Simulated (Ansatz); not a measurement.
Geometry optimisation of the cluster H5Au4⁻.

```yaml
crystal:
  periodic: [false, false, false]
  atoms:
    - {symbol: Au, position_ang: [-0.773920, 2.631210, 2.173400]}
    - {symbol: Au, position_ang: [0.024790, -0.676530, -2.122830]}
    - {symbol: Au, position_ang: [0.784650, -2.783150, -0.642000]}
    - {symbol: Au, position_ang: [0.095790, 0.835350, 0.251970]}
    - {symbol: H, position_ang: [-0.269010, 1.134600, 1.715670]}
    - {symbol: H, position_ang: [-1.240730, 3.935090, 2.693500]}
    - {symbol: H, position_ang: [0.589910, 0.505060, -1.198460]}
    - {symbol: H, position_ang: [-0.434730, -1.689300, -3.078690]}
    - {symbol: H, position_ang: [1.223240, -3.892320, 0.207440]}
basis:
  gaussian: {orbitals: def2-SVPD}
total_charge: -1
hamiltonian: {xc: r2scan, dispersion: d4}
scf: {lower_state_search: "off"}
output: {orbitals: {seedname: orbitals}}
relax: {f_tol: 0.02, max_steps: 100}
```

```sh
$ ansatz run in.yaml --threads 4 --pin off --events-out ev --progress --plain --max-ram 3916MiB
```

It prints (some lines left out):

```
Functional definition: r2SCAN
mean field -14865.48417636 eV, -546.2964672940 hartree, gradient 8.8e-6 eV, S^2 0.000000; 0 other end points of the search recorded, 0 dependent functions left out
relax step   1: F+E_penalty+E_count = -14865.56762626 eV  Δ(F+E_penalty+E_count) = +0.000e0 eV  max|allowed force component| = 2.509e0 eV/Å  Δτ_max = 0.0000 Å  (18 SCF iters, accepted)
mean field -14866.55333368 eV, -546.3357581009 hartree, gradient 1.7e-6 eV, S^2 0.000000; 0 other end points of the search recorded, 0 dependent functions left out
relax step   2: F+E_penalty+E_count = -14866.63512470 eV  Δ(F+E_penalty+E_count) = -1.067e0 eV  max|allowed force component| = 4.799e-1 eV/Å  Δτ_max = 0.1922 Å  (25 SCF iters, accepted)
mean field -14866.63524559 eV, -546.3387683080 hartree, gradient 1.7e-6 eV, S^2 0.000000; 0 other end points of the search recorded, 0 dependent functions left out
relax step   3: F+E_penalty+E_count = -14866.71778186 eV  Δ(F+E_penalty+E_count) = -8.266e-2 eV  max|allowed force component| = 2.421e-1 eV/Å  Δτ_max = 0.2000 Å  (25 SCF iters, accepted)
mean field -14866.68414844 eV, -546.3405654547 hartree, gradient 1.1e-6 eV, S^2 0.000000; 0 other end points of the search recorded, 0 dependent functions left out
relax step   4: F+E_penalty+E_count = -14866.76660139 eV  Δ(F+E_penalty+E_count) = -4.882e-2 eV  max|allowed force component| = 1.430e-1 eV/Å  Δτ_max = 0.1956 Å  (21 SCF iters, accepted)
mean field -14866.76944571 eV, -546.3437000717 hartree, gradient 2.4e-6 eV, S^2 0.000000; 0 other end points of the search recorded, 0 dependent functions left out
relax step   5: F+E_penalty+E_count = -14866.85144385 eV  Δ(F+E_penalty+E_count) = -8.484e-2 eV  max|allowed force component| = 2.344e-1 eV/Å  Δτ_max = 0.1959 Å  (25 SCF iters, accepted)
mean field -14866.89912817 eV, -546.3484658142 hartree, gradient 2.2e-6 eV, S^2 0.000000; 0 other end points of the search recorded, 0 dependent functions left out
relax step   6: F+E_penalty+E_count = -14866.97961320 eV  Δ(F+E_penalty+E_count) = -1.282e-1 eV  max|allowed force component| = 3.620e-1 eV/Å  Δτ_max = 0.1998 Å  (26 SCF iters, accepted)
mean field -14866.99313095 eV, -546.3519203527 hartree, gradient 2.0e-6 eV, S^2 0.000000; 0 other end points of the search recorded, 0 dependent functions left out
relax step   7: F+E_penalty+E_count = -14867.07250033 eV  Δ(F+E_penalty+E_count) = -9.289e-2 eV  max|allowed force component| = 2.346e-1 eV/Å  Δτ_max = 0.1946 Å  (26 SCF iters, accepted)
mean field -14867.04672598 eV, -546.3538899337 hartree, gradient 1.9e-6 eV, S^2 0.000000; 0 other end points of the search recorded, 0 dependent functions left out
relax step   8: F+E_penalty+E_count = -14867.12506003 eV  Δ(F+E_penalty+E_count) = -5.256e-2 eV  max|allowed force component| = 1.416e-1 eV/Å  Δτ_max = 0.1999 Å  (19 SCF iters, accepted)
mean field -14867.07834822 eV, -546.3550520296 hartree, gradient 2.2e-6 eV, S^2 0.000000; 0 other end points of the search recorded, 0 dependent functions left out
relax step   9: F+E_penalty+E_count = -14867.15563993 eV  Δ(F+E_penalty+E_count) = -3.058e-2 eV  max|allowed force component| = 7.372e-2 eV/Å  Δτ_max = 0.1959 Å  (19 SCF iters, accepted)
mean field -14867.09663531 eV, -546.3557240677 hartree, gradient 2.6e-6 eV, S^2 0.000000; 0 other end points of the search recorded, 0 dependent functions left out
relax step  10: F+E_penalty+E_count = -14867.17312304 eV  Δ(F+E_penalty+E_count) = -1.748e-2 eV  max|allowed force component| = 1.130e-1 eV/Å  Δτ_max = 0.2000 Å  (18 SCF iters, accepted)
mean field -14867.10058456 eV, -546.3558691997 hartree, gradient 2.1e-6 eV, S^2 0.000000; 0 other end points of the search recorded, 0 dependent functions left out
relax step  11: F+E_penalty+E_count = -14867.17620931 eV  Δ(F+E_penalty+E_count) = -3.086e-3 eV  max|allowed force component| = 1.159e-1 eV/Å  Δτ_max = 0.1910 Å  (19 SCF iters, accepted)
mean field -14867.09972021 eV, -546.3558374356 hartree, gradient 1.6e-6 eV, S^2 0.000000; 0 other end points of the search recorded, 0 dependent functions left out
relax step  12: F+E_penalty+E_count = -14867.17534684 eV  Δ(F+E_penalty+E_count) = +8.625e-4 eV  max|allowed force component| = 1.296e-1 eV/Å  Δτ_max = 0.0443 Å  (19 SCF iters, rejected (line search))
mean field -14867.10354199 eV, -546.3559778833 hartree, gradient 1.8e-6 eV, S^2 0.000000; 0 other end points of the search recorded, 0 dependent functions left out
relax step  13: F+E_penalty+E_count = -14867.17926483 eV  Δ(F+E_penalty+E_count) = -3.056e-3 eV  max|allowed force component| = 3.326e-2 eV/Å  Δτ_max = 0.0221 Å  (20 SCF iters, accepted)
mean field -14867.10459581 eV, -546.3560166107 hartree, gradient 1.6e-6 eV, S^2 0.000000; 0 other end points of the search recorded, 0 dependent functions left out
relax step  14: F+E_penalty+E_count = -14867.18036463 eV  Δ(F+E_penalty+E_count) = -1.100e-3 eV  max|allowed force component| = 7.433e-3 eV/Å  Δτ_max = 0.0526 Å  (19 SCF iters, accepted)
mean field -14867.10576037 eV, -546.3560594074 hartree, gradient 1.9e-6 eV, S^2 0.000000; 0 other end points of the search recorded, 0 dependent functions left out
relax step  15: F+E_penalty+E_count = -14867.18150015 eV  Δ(F+E_penalty+E_count) = -1.136e-3 eV  max|allowed force component| = 7.922e-2 eV/Å  Δτ_max = 0.1455 Å  (19 SCF iters, accepted)
mean field -14867.10682236 eV, -546.3560984347 hartree, gradient 1.9e-6 eV, S^2 0.000000; 0 other end points of the search recorded, 0 dependent functions left out
relax step  16: F+E_penalty+E_count = -14867.18252050 eV  Δ(F+E_penalty+E_count) = -1.020e-3 eV  max|allowed force component| = 4.578e-2 eV/Å  Δτ_max = 0.0085 Å  (21 SCF iters, accepted)
mean field -14867.10862566 eV, -546.3561647048 hartree, gradient 1.9e-6 eV, S^2 0.000000; 0 other end points of the search recorded, 0 dependent functions left out
relax step  17: F+E_penalty+E_count = -14867.18421874 eV  Δ(F+E_penalty+E_count) = -1.698e-3 eV  max|allowed force component| = 7.927e-3 eV/Å  Δτ_max = 0.0586 Å  (19 SCF iters, accepted)
mean field -14867.11027903 eV, -546.3562254649 hartree, gradient 2.6e-6 eV, S^2 0.000000; 0 other end points of the search recorded, 0 dependent functions left out
relax step  18: F+E_penalty+E_count = -14867.18570486 eV  Δ(F+E_penalty+E_count) = -1.486e-3 eV  max|allowed force component| = 8.066e-2 eV/Å  Δτ_max = 0.1633 Å  (18 SCF iters, accepted)
mean field -14867.10883871 eV, -546.3561725341 hartree, gradient 1.1e-6 eV, S^2 0.000000; 0 other end points of the search recorded, 0 dependent functions left out
relax step  19: F+E_penalty+E_count = -14867.18397876 eV  Δ(F+E_penalty+E_count) = +1.726e-3 eV  max|allowed force component| = 1.838e-1 eV/Å  Δτ_max = 0.1072 Å  (19 SCF iters, rejected (line search))
mean field -14867.11228458 eV, -546.3562991676 hartree, gradient 1.7e-6 eV, S^2 0.000000; 0 other end points of the search recorded, 0 dependent functions left out
[...]
mean field -14867.12147361 eV, -546.3566368583 hartree, gradient 2.1e-6 eV, S^2 0.000000; 0 other end points of the search recorded, 0 dependent functions left out
relax step  27: F+E_penalty+E_count = -14867.19625487 eV  Δ(F+E_penalty+E_count) = -1.113e-3 eV  max|allowed force component| = 6.131e-2 eV/Å  Δτ_max = 0.0956 Å  (19 SCF iters, accepted)
mean field -14867.12249217 eV, -546.3566742895 hartree, gradient 2.5e-6 eV, S^2 0.000000; 0 other end points of the search recorded, 0 dependent functions left out
relax step  28: F+E_penalty+E_count = -14867.19718562 eV  Δ(F+E_penalty+E_count) = -9.307e-4 eV  max|allowed force component| = 6.389e-2 eV/Å  Δτ_max = 0.0983 Å  (19 SCF iters, accepted)
mean field -14867.12270088 eV, -546.3566819595 hartree, gradient 1.2e-6 eV, S^2 0.000000; 0 other end points of the search recorded, 0 dependent functions left out
relax step  29: F+E_penalty+E_count = -14867.19725218 eV  Δ(F+E_penalty+E_count) = -6.656e-5 eV  max|allowed force component| = 1.127e-1 eV/Å  Δτ_max = 0.1459 Å  (20 SCF iters, accepted)
mean field -14867.12287145 eV, -546.3566882281 hartree, gradient 1.8e-6 eV, S^2 0.000000; 0 other end points of the search recorded, 0 dependent functions left out
relax step  30: F+E_penalty+E_count = -14867.19746539 eV  Δ(F+E_penalty+E_count) = -2.132e-4 eV  max|allowed force component| = 8.027e-2 eV/Å  Δτ_max = 0.0245 Å  (20 SCF iters, accepted)
mean field -14867.12507552 eV, -546.3567692262 hartree, gradient 1.8e-6 eV, S^2 0.000000; 0 other end points of the search recorded, 0 dependent functions left out
relax step  31: F+E_penalty+E_count = -14867.19966844 eV  Δ(F+E_penalty+E_count) = -2.203e-3 eV  max|allowed force component| = 6.436e-3 eV/Å  Δτ_max = 0.0347 Å  (20 SCF iters, accepted)
mean field -14867.12581101 eV, -546.3567962548 hartree, gradient 1.7e-6 eV, S^2 0.000000; 0 other end points of the search recorded, 0 dependent functions left out
relax step  32: F+E_penalty+E_count = -14867.20030493 eV  Δ(F+E_penalty+E_count) = -6.365e-4 eV  max|allowed force component| = 3.467e-2 eV/Å  Δτ_max = 0.0803 Å  (19 SCF iters, accepted)
mean field -14867.12630832 eV, -546.3568145306 hartree, gradient 2.4e-6 eV, S^2 0.000000; 0 other end points of the search recorded, 0 dependent functions left out
relax step  33: F+E_penalty+E_count = -14867.20068835 eV  Δ(F+E_penalty+E_count) = -3.834e-4 eV  max|allowed force component| = 7.457e-2 eV/Å  Δτ_max = 0.1071 Å  (19 SCF iters, accepted)
mean field -14867.12673181 eV, -546.3568300935 hartree, gradient 1.8e-6 eV, S^2 0.000000; 0 other end points of the search recorded, 0 dependent functions left out
relax step  34: F+E_penalty+E_count = -14867.20112224 eV  Δ(F+E_penalty+E_count) = -4.339e-4 eV  max|allowed force component| = 4.990e-2 eV/Å  Δτ_max = 0.0100 Å  (21 SCF iters, accepted)
mean field -14867.12764499 eV, -546.3568636525 hartree, gradient 1.8e-6 eV, S^2 0.000000; 0 other end points of the search recorded, 0 dependent functions left out
relax step  35: F+E_penalty+E_count = -14867.20199845 eV  Δ(F+E_penalty+E_count) = -8.762e-4 eV  max|allowed force component| = 2.342e-2 eV/Å  Δτ_max = 0.0819 Å  (19 SCF iters, accepted)
mean field -14867.12726964 eV, -546.3568498584 hartree, gradient 8.8e-7 eV, S^2 0.000000; 0 other end points of the search recorded, 0 dependent functions left out
relax step  36: F+E_penalty+E_count = -14867.20149049 eV  Δ(F+E_penalty+E_count) = +5.080e-4 eV  max|allowed force component| = 9.062e-2 eV/Å  Δτ_max = 0.1960 Å  (19 SCF iters, rejected (line search))
mean field -14867.12782236 eV, -546.3568701704 hartree, gradient 2.2e-6 eV, S^2 0.000000; 0 other end points of the search recorded, 0 dependent functions left out
relax step  37: F+E_penalty+E_count = -14867.20212706 eV  Δ(F+E_penalty+E_count) = -1.286e-4 eV  max|allowed force component| = 4.939e-2 eV/Å  Δτ_max = 0.0965 Å  (19 SCF iters, accepted)
mean field -14867.12763474 eV, -546.3568632755 hartree, gradient 2.3e-6 eV, S^2 0.000000; 0 other end points of the search recorded, 0 dependent functions left out
relax step  38: F+E_penalty+E_count = -14867.20182904 eV  Δ(F+E_penalty+E_count) = +2.980e-4 eV  max|allowed force component| = 6.741e-2 eV/Å  Δτ_max = 0.0956 Å  (19 SCF iters, rejected (line search))
mean field -14867.12877415 eV, -546.3569051481 hartree, gradient 1.8e-6 eV, S^2 0.000000; 0 other end points of the search recorded, 0 dependent functions left out
relax step  39: F+E_penalty+E_count = -14867.20304532 eV  Δ(F+E_penalty+E_count) = -9.183e-4 eV  max|allowed force component| = 1.580e-2 eV/Å  Δτ_max = 0.0460 Å  (19 SCF iters, accepted)
Total energy: -14867.20306462 eV, -546.3596352727 hartree
Atom 0 at    -0.929361     3.490977     1.965326 Å, force    -0.000048     0.010844     0.003455 eV/Å
Atom 1 at     0.162939    -1.029800    -0.938894 Å, force     0.001592     0.000921     0.005343 eV/Å
Atom 2 at     0.842265    -3.579194    -1.820367 Å, force     0.003803    -0.004237    -0.005973 eV/Å
Atom 3 at    -0.172922     1.091577     0.780264 Å, force    -0.003444     0.002560     0.003667 eV/Å
Atom 4 at    -1.027301     1.709069     2.106332 Å, force     0.001485     0.004526    -0.005956 eV/Å
Atom 5 at    -1.027991     5.083403     2.142560 Å, force     0.001146    -0.015803    -0.002323 eV/Å
Atom 6 at     0.860652     0.480749    -0.465942 Å, force     0.001046     0.002482     0.000963 eV/Å
Atom 7 at    -0.507624    -2.417904    -1.637163 Å, force    -0.001828    -0.006398    -0.000900 eV/Å
Atom 8 at     1.799332    -4.828868    -2.132118 Å, force    -0.003752     0.005105     0.001724 eV/Å
Dipole moment:    -0.101458    -0.023031    -0.026516 e Å
Checks for a lower state left out: stability, starts, cluster_reference, orbital_swaps, neighbouring_geometries, increment
```

Hardware: 4 threads of Intel Xeon on a shared host. Wall time 3.7 min.

In the def2 sets Au takes a core potential; there is no spin–orbit coupling. The structure comes from a short search, and lower isomers may exist.
